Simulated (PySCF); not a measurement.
Hf(OH)2(H)2 (H4HfO2), SMILES [OH][HfH2][OH], multiplicity 1.

The structure is a stationary point at PBE-D3(BJ)/def2-TZVP. The spin state was assumed, not searched. The def2 effective core potentials stand for the cores of Hf; spin–orbit coupling is left out. Other conformers were not sampled.

Computed with PBE-D3(BJ)/def2-TZVP (PySCF).

Frequencies are harmonic and unscaled.

```tsv
mode	ν (cm⁻¹)	IR (km/mol)	moving atoms (share of kinetic energy)
1	145	0.0	O 69 %, H 21 %, Hf 10 %
2	234	127.3	H 97 %
3	244	217.3	H 86 %, O 13 %
4	265	0.0	H 89 %, O 11 %
5	307	150.6	H 69 %, O 26 %
6	344	86.8	H 77 %, O 22 %
7	511	54.1	H 83 %, O 17 %
8	525	0.0	H 96 %
9	612	58.6	H 87 %, O 13 %
10	699	228.7	O 66 %, H 21 %, Hf 13 %
11	708	144.2	O 75 %, H 19 %
12	1636	412.8	H 99 %
13	1668	213.0	H 100 %
14	3854	219.9	H 94 %
15	3856	199.1	H 94 %
```
